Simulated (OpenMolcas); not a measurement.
**Os6+: moving or changing the point charges**

Os6+ among 5 point charges of -1.5 e arranged as a trigonal bipyramid (D3h), 2.17 Å from the ion, with the axial distance 2.517 Å.

```json
{
  "Program": "OpenMolcas",
  "Method": "SS-CASPT2, IPEA 0.25 Eh, imaginary shift 0.1 Eh (closed shells correlated: 4f 5s 5p)",
  "Basis": "ANO-RCC-VDZP [7s6p4d2f1g]",
  "Scalar Hamiltonian": "DKH2, point nucleus",
  "Active space": "2 electrons in 5 orbitals (5d)",
  "State averaging": "2S+1 = 3 even, 10 roots; 2S+1 = 1 even, 15 roots",
  "Spin-orbit coupling": "RASSI with atomic mean-field integrals over the reference wave functions"
}
```

Runs around this geometry, states (labels of D3, the rotations of D3h). Energies in cm-1 above the lowest state or level, χT in cm3 K/mol.

```
R (Å)  q (e)  Axial / equatorial distance  Ground state  First state of that spin  First gap with spin-orbit (degeneracies)  χT at 300 K  First state of another spin
 2.17   -1.2                         1.16           3A2                    3E 920                                530 (1, 2)        0.227                     1E 11440
 2.02   -1.5                         1.16           3A2                  3A1 1770                                880 (1, 2)        0.136                     1E 11950
 2.17   -1.5                         1.16           3A2                   3E 1220                                660 (1, 2)        0.188                     1E 11620
 2.41   -1.5                         1.16           3A2                    3E 640                                440 (1, 2)        0.266                     1E 11210
 2.17   -1.5                         1.25           3A2                   3E 1230                                880 (1, 2)        0.162                     1E 11410
```

Scaling the charges by -1.2 / -1.5 = 0.80 scales the first state of the same spin by 920 / 1220 = 0.75; with fixed orbitals a first-order splitting would follow the charge.

Roots that are degenerate in the reference are averaged as groups; the widest CASPT2 spread within a group is 340 cm-1 (the 3-fold group of multiplicity 1 near 19000 cm-1 above the lowest state of its run, R = 2.17, q = -1.5, ratio = 1.16). Shifts and gaps below about the spread of the groups concerned are not significant. Free-ion shares, where given, are those of the reference states; single-state CASPT2 does not remix them. Spin-orbit coupling mixes the spin-free states strongly: the lowest level takes only 49 % from its leading state, 3E, which lies 917 cm-1 above the lowest spin-free state (figures for R = 2.17, q = -1.2, ratio = 1.16; the like holds for R = 2.02, q = -1.5, ratio = 1.16, R = 2.17, q = -1.5, ratio = 1.16, R = 2.41, q = -1.5, ratio = 1.16, R = 2.17, q = -1.5, ratio = 1.25). The ground term spreads over less than 5000 cm-1, several times less than with real ligands, so orbital moments are less quenched and χT lies further from the spin-only value than at real sites (holds for R = 2.17, q = -1.2, ratio = 1.16; R = 2.17, q = -1.5, ratio = 1.16; R = 2.41, q = -1.5, ratio = 1.16; R = 2.17, q = -1.5, ratio = 1.25). This is an electrostatic model: the charges have no orbitals. An unlabelled pair can be two single states that coincide in this model. A group larger than the point group allows holds several states that coincide in this model. No measured value stands beside these numbers.
